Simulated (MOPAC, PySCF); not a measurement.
The same groups moved round the core (propene cyano+boryl). Isolated molecules, 0 K electronic values unless said otherwise. One relaxed conformer stands for each flexible species; it need not be the lowest. Strings in code marks are SMILES.

Quantity: electronic energy of isomers of C4H6BN relative to `B/C(C#N)=C/C`, in kcal/mol. Semi-empirical values (MOPAC) are differences of heats of formation.

Level 1: CAM-B3LYP-D3(BJ)/def2-TZVP (PySCF)
Level 2: HF/6-31G* // CAM-B3LYP-D3(BJ)/def2-TZVP (PySCF)
Level 3: HF/STO-3G // CAM-B3LYP-D3(BJ)/def2-TZVP (PySCF)
Level 4: PM3 // CAM-B3LYP-D3(BJ)/def2-TZVP (MOPAC)

```tsv
species	level 1	level 2	level 3	level 4
`BC(=C)CC#N`	8.20	7.73	9.11	6.34
`B/C(C#N)=C\C`	2.79	2.63	2.07	1.64
`B/C(C)=C/C#N`	4.54	5.43	4.11	3.53
```
